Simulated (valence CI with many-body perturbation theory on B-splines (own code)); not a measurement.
**Pb IX: calculated level list**

Calculated by configuration interaction combined with many-body perturbation theory (CI+MBPT): six valence electrons over a frozen Dirac-Fock core [Xe] 4f14, a basis of 7 s, 7 p, 8 d, 6 f, 4 g, 1 h functions for each j, with the one-electron correlation potential Σ1 (screened to all orders), the two-electron term Σ2, the three-electron term Σ3, Breit, model QED; selected single and double excitations, second order for the rest, scaled by the run's own slope (own B-spline code, finite nucleus).

No measured spectrum was set against this ion. As an estimate, terms of the open shell hold to 2 to 4 % of their energy, and close levels can change places; different configurations can be misplaced against each other by 1,000 to 8,000 cm⁻¹. Among the levels kept, up to 600 cm⁻¹ of a level comes from second order outside the variational space, and about a tenth of that is noise between levels of different J, which matters for small intervals. Only levels of the ground parity were solved; by the run's estimate the other parity begins above the list, which can be wrong where configurations are misplaced.

Levels 1 to 28 of 28, with energies above the lowest level, (5d3/2^4 5d5/2^2) J=4. "Leading %" is the weight of the configuration and term that name the level; weights of strongly mixed levels are sums over their largest components and can fall short. In the jj column 3d3/2^4 stands for four electrons in 3d with j = 3/2. Lifetimes count E1, E2, E3, M1 and M2 decay at the calculated energies, and are blank where another channel may lead or the interval is too uncertain; long ones can be off by a factor of two.

| No. | Configuration | Term | J | E (cm⁻¹) | Leading % | Lifetime | Leading jj | Second component |
| --- | --- | --- | --- | --- | --- | --- | --- | --- |
| 1 | 5d6 | 5D | 4 | 0.0 | 63 |  | 5d3/2^4 5d5/2^2 (76 %) | 26 % 5d6 3F |
| 2 | 5d6 | 3P | 2 | 8531 | 38 | 1220 s | 5d3/2^4 5d5/2^2 (80 %) | 35 % 5d6 5D |
| 3 | 5d6 | 5D | 3 | 16929 | 83 | 6.94 ms | 5d3/2^3 5d5/2^3 (84 %) | 10 % 5d6 3F |
| 4 | 5d6 | 5D | 0 | 19438 | 54 | 116 s | 5d3/2^4 5d5/2^2 (50 %) | 30 % 5d6 3P |
| 5 | 5d6 | 5D | 1 | 21912 | 70 | 8.69 ms | 5d3/2^3 5d5/2^3 (84 %) | 21 % 5d6 3P |
| 6 | 5d6 | 3H | 4 | 25133 | 25 | 4.16 ms | 5d3/2^3 5d5/2^3 (74 %) | 24 % 5d6 5D |
| 7 | 5d6 | 3G | 5 | 32873 | 54 | 21.4 ms | 5d3/2^3 5d5/2^3 (98 %) | 44 % 5d6 3H |
| 8 | 5d6 | 3H | 6 | 33628 | 76 |  | 5d3/2^3 5d5/2^3 (96 %) | 23 % 5d6 1I |
| 9 | 5d6 | 3F | 2 | 38441 | 45 | 3.76 ms | 5d3/2^3 5d5/2^3 (63 %) | 26 % 5d6 1D |
| 10 | 5d6 | 3F | 3 | 39399 | 36 | 4.39 ms | 5d3/2^3 5d5/2^3 (88 %) | 34 % 5d6 3G |
| 11 | 5d6 | 5D | 2 | 43162 | 35 | 1.93 ms | 5d3/2^2 5d5/2^4 (62 %) | 32 % 5d6 3P |
| 12 | 5d6 | 3D | 1 | 50173 | 61 | 4.68 ms | 5d3/2^3 5d5/2^3 (77 %) | 28 % 5d6 3P |
| 13 | 5d6 | 3G | 4 | 50850 | 38 | 6.90 ms | 5d3/2^3 5d5/2^3 (57 %) | 31 % 5d6 3H |
| 14 | 5d6 | 1S | 0 | 51764 | 49 | 1.14 ms | 5d3/2^2 5d5/2^4 (72 %) | 37 % 5d6 5D |
| 15 | 5d6 | 3D | 2 | 52799 | 50 | 4.53 ms | 5d3/2^3 5d5/2^3 (55 %) | 32 % 5d6 3P |
| 16 | 5d6 | 3P | 0 | 53985 | 87 | 44.6 ms | 5d3/2^3 5d5/2^3 (62 %) | 11 % 5d6 1S |
| 17 | 5d6 | 3F | 4 | 54540 | 44 | 1.89 ms | 5d3/2^2 5d5/2^4 (77 %) | 22 % 5d6 3H |
| 18 | 5d6 | 3D | 3 | 56448 | 47 | 2.91 ms | 5d3/2^3 5d5/2^3 (62 %) | 38 % 5d6 3F |
| 19 | 5d6 | 3H | 5 | 57933 | 54 | 3.71 ms | 5d3/2^2 5d5/2^4 (98 %) | 44 % 5d6 3G |
| 20 | 5d6 | 1F | 3 | 60744 | 58 | 2.99 ms | 5d3/2^3 5d5/2^3 (54 %) | 27 % 5d6 3F |
| 21 | 5d6 | 3G | 3 | 62973 | 52 | 3.05 ms | 5d3/2^2 5d5/2^4 (89 %) | 37 % 5d6 3F |
| 22 | 5d6 | 1I | 6 | 63621 | 76 | 4.50 ms | 5d3/2^2 5d5/2^4 (96 %) | 23 % 5d6 3H |
| 23 | 5d6 | 3P | 1 | 69992 | 69 | 2.74 ms | 5d3/2^2 5d5/2^4 (73 %) | 29 % 5d6 3D |
| 24 | 5d6 | 1G | 4 | 72692 | 62 | 2.88 ms | 5d3/2^2 5d5/2^4 (71 %) | 24 % 5d6 3F |
| 25 | 5d6 | 1D | 2 | 73204 | 45 | 2.18 ms | 5d3/2^2 5d5/2^4 (76 %) | 29 % 5d6 3P |
| 26 | 5d6 | 3P | 1 | 81380 | 78 | 574 μs | 5d3/2 5d5/2^5 (77 %) | 20 % 5d6 5D |
| 27 | 5d6 | 3F | 2 | 84677 | 80 | 1.40 ms | 5d3/2^2 5d5/2^4 (88 %) | 8 % 5d6 3D |
| 28 | 5d6 | 3F | 4 | 86250 | 70 | 1.42 ms | 5d3/2^2 5d5/2^4 (71 %) | 12 % 5d6 1G |

Where two levels of one J and parity lie close, their mixing, g and order are uncertain.

The ionisation energy to 5d5 6S_5/2 of the next ion comes out as 139.11 eV (NIST: 138 ± 2.2 eV (theoretical)). All 28 levels together are meant to be complete up to 87981 cm⁻¹.
